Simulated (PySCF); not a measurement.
From one molecule to another.

First species: Pentafluoroethane, C₂HF₅.
SMILES with atom numbers: `[F:1][CH:2]([F:3])[C:4]([F:5])([F:6])[F:7]` (hydrogens: H8 on C2)

Second species: Cyclopropanol, C3H6O.
SMILES: `OC1CC1`

Levels: CAM-B3LYP/aug-cc-pVTZ for dipole moment, HOMO energy, LUMO energy, HOMO–LUMO gap, static isotropic polarisability and electronic spatial extent ⟨r²⟩ about the centre of nuclear charge; TDDFT CAM-B3LYP/aug-cc-pVTZ for lowest singlet excitation; TDA CAM-B3LYP/aug-cc-pVTZ for lowest triplet excitation (Tamm–Dancoff); PBE0-D3(BJ)/def2-TZVP for rotational constant A and rotational constant C. Geometries: PBE0-D3(BJ)/def2-TZVP. Each species is one conformer at its optimised geometry, gas phase, non-relativistic unless stated; the electronic structure was computed with PySCF and density fitting.

The conformers computed, where there is a choice (atom-mapped SMILES and torsion angles):
- `[F:1][CH:2]([F:3])[C:4]([F:5])([F:6])[F:7]`: F1–C2–C4–F5 60°
- `[OH:1][CH:2]1[CH2:3][CH2:4]1`: H–O1–C2–C3 -60°

| property | column X | column Y |
| --- | --- | --- |
| dipole moment | 1.56 D | 1.65 D |
| HOMO energy | -12.16 eV | -8.66 eV |
| LUMO energy | 0.23 eV | 0.25 eV |
| HOMO–LUMO gap | 12.39 eV | 8.91 eV |
| lowest singlet excitation | 9.57 eV | 6.15 eV |
| lowest triplet excitation (Tamm–Dancoff) | 9.28 eV | 5.99 eV |
| static isotropic polarisability | 31.4 au | 40.7 au |
| electronic spatial extent ⟨r²⟩ about the centre of nuclear charge | 596 bohr² | 263 bohr² |
| rotational constant A | 3.705 GHz | 16.940 GHz |
| rotational constant C | 2.007 GHz | 5.961 GHz |

**Question.** Which column belongs to which species?

**Answer.** Column X is the first species and column Y the second. The first has 8 atoms and 58 electrons, the second 10 and 32.

**Question.** How does each property change from the first species to the second?

**Answer.** dipole moment +0.09 D; HOMO energy +3.50 eV; LUMO energy +0.02 eV; HOMO–LUMO gap -3.48 eV; lowest singlet excitation -3.42 eV; lowest triplet excitation (Tamm–Dancoff) -3.29 eV; static isotropic polarisability +9.3 au; electronic spatial extent ⟨r²⟩ about the centre of nuclear charge -333 bohr²; rotational constant A +13.235 GHz; rotational constant C +3.954 GHz.

On the first: The polarisability is 4.66 Å³ as a volume (1 au = 0.148185 Å³), or 0.54 au for each of the 58 electrons. The vertical singlet–triplet gap S1 − T1 is 0.29 eV (TDDFT singlet less Tamm–Dancoff triplet; S1: HOMO→LUMO, weight 0.82; T1: HOMO→LUMO, weight 0.67). Isolated species at its PBE0-D3(BJ)/def2-TZVP geometry, gas phase.

On the second: The vertical singlet–triplet gap S1 − T1 is 0.16 eV (TDDFT singlet less Tamm–Dancoff triplet; S1: HOMO→LUMO, weight 0.73; T1: HOMO→LUMO, weight 0.66). S1 lies 2.76 eV below the HOMO–LUMO gap; its leading configuration is HOMO→LUMO, weight 0.73. Isolated species at its PBE0-D3(BJ)/def2-TZVP geometry (one conformer only).
